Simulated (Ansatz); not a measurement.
Relaxation of Cl$_{2}$FH$_{5}$O$_{4}$W (13 atoms, charge 0, multiplicity 1), to a largest force component of 0.03 eV/Å in at most 50 steps.

Theory: RKS PBE/def2-SVP (Ansatz 0.2.0).

```xyz
13
Properties=species:S:1:pos:R:3:forces:R:3
W -0.212 0.016 -0.068 -0.70 -1.05 -1.42
F -0.122 0.492 1.751 0.24 0.36 0.98
Cl 2.128 -0.439 0.027 0.01 -0.01 0.04
O -0.189 1.885 -0.408 0.02 0.01 0.04
H 0.116 2.540 0.263 -0.01 0.00 0.00
O -2.089 -0.186 0.018 -0.04 0.00 -0.02
H -2.434 -1.061 0.293 -0.01 0.00 0.00
O -0.329 -1.876 0.385 0.02 -0.04 0.00
H 0.494 -2.380 0.527 -0.01 0.01 0.01
O -0.101 -0.172 -1.946 -0.09 -0.04 0.02
H 0.297 0.450 -2.578 0.04 0.04 -0.08
Cl 1.955 2.528 1.402 0.36 0.07 1.22
H 1.577 1.621 2.312 0.16 0.64 -0.79
```

**Question.** Where does it end, and by what steps?

**Answer.** The run converged. After 11 steps the energy has fallen by 0.532 eV; Cl12 moved furthest, 1.00 Å.

```
step  energy less start (eV)  largest force component (eV/Å)  accepted
   0                  0.0000                           1.422       yes
   1                 -0.2290                           0.782       yes
   2                 -0.3147                           0.549       yes
   3                 -0.3423                           1.463       yes
   4                 -0.4186                           0.794       yes
   5                 -0.4840                           0.202       yes
   6                 -0.5009                           0.203       yes
   7                 -0.5196                           0.256       yes
   8                 -0.5276                           0.111       yes
   9                 -0.5298                           0.061       yes
  10                 -0.5317                           0.034       yes
  11                 -0.5322                           0.023       yes
```

```xyz
13
Properties=species:S:1:pos:R:3
W -0.157 -0.079 -0.225
F 0.194 0.310 1.681
Cl 2.190 -0.549 -0.368
O 0.225 1.751 -0.430
H 0.710 2.369 0.181
O -2.007 -0.028 0.132
H -2.482 -0.644 0.724
O -0.240 -1.925 0.278
H 0.564 -2.419 0.531
O -0.357 -0.259 -2.085
H 0.100 0.234 -2.792
Cl 1.431 2.943 2.145
H 0.917 1.714 2.203
```

The run took 43 s on 4 threads of Arm Neoverse V1, with other jobs on the host, peak memory 0.27 GiB.
